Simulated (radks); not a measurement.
Initial-state core-level shifts of the lead ion Pb+ when its valence configuration changes from [Hg] 6p1. All-electron calculation, scalar-relativistic Kohn-Sham, PBE, spin-polarised, spherical densities, point nucleus; open shells are filled with parallel spins first (spin-orbit coupling, left out, can overturn this in heavy ions). Program: a radial shooting solver on a logarithmic mesh with Libxc functionals. Shifts are changes of the shell-averaged eigenvalues in eV (positive: less bound).

[
 {"valence": "[Xe] 4f14 5d9 6s2 6p2", "1s": "-6.163", "3d": "-6.275", "4d": "-6.161", "5s": "-5.774"},
 {"valence": "[Xe] 4f14 5d7 6s2 6p4", "1s": "-18.825", "3d": "-19.184", "4d": "-18.747", "5s": "-17.295"},
 {"valence": "[Xe] 4f14 5d8 6s2 6p3", "1s": "-12.326", "3d": "-12.562", "4d": "-12.303", "5s": "-11.436"},
 {"valence": "[Xe] 4f14 5d10 6s1 6p2", "1s": "-1.670", "3d": "-1.652", "4d": "-1.661", "5s": "-1.667"},
 {"valence": "[Xe] 4f14 5d9 6s1.5 6p2.5", "1s": "-6.933", "3d": "-7.040", "4d": "-6.929", "5s": "-6.539"},
 {"valence": "[Xe] 4f14 5d10 6s1.5 6p1.5", "1s": "-0.869", "3d": "-0.858", "4d": "-0.863", "5s": "-0.865"},
 {"valence": "[Xe] 4f14 5d9.5 6s2 6p1.5", "1s": "-3.085", "3d": "-3.139", "4d": "-3.085", "5s": "-2.903"},
 {"valence": "[Xe] 4f13 5d10 6s2 6p2", "1s": "-20.591", "3d": "-24.080", "4d": "-19.796", "5s": "-10.483"},
 {"valence": "[Xe] 4f13.5 5d10 6s2 6p1.5", "1s": "-10.202", "3d": "-11.926", "4d": "-9.838", "5s": "-5.229"}
]
